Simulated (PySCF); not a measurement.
**Radial density of Ti²⁺ (titanium, charge +2)**

UHF, [Ar] 3d2, high-spin 3F determinant. All numbers are calculated (PySCF 2.14, no relativity, point nucleus, in 6-31G*).

| r (bohr) | 4πr²ρ (e/bohr) | 4πr²(ρα − ρβ) |
| --- | --- | --- |
| 0.00130 | 0.1396 | 0.0000 |
| 0.00218 | 0.3855 | 0.0000 |
| 0.00367 | 1.029 | 0.0000 |
| 0.00617 | 2.593 | 0.0000 |
| 0.0104 | 6.117 | 0.0000 |
| 0.0175 | 12.68 | 0.0000 |
| 0.0294 | 21.45 | 0.0000 |
| 0.0494 | 26.01 | 0.0000 |
| 0.0831 | 21.35 | 0.0004 |
| 0.140 | 21.15 | 0.0062 |
| 0.235 | 27.91 | 0.0719 |
| 0.395 | 14.39 | 0.3885 |
| 0.665 | 8.589 | 1.0778 |
| 1.12 | 8.719 | 1.3015 |
| 1.88 | 1.806 | 0.6157 |
| 3.16 | 0.1233 | 0.1035 |
| 5.32 | 6.588e-05 | 0.0001 |
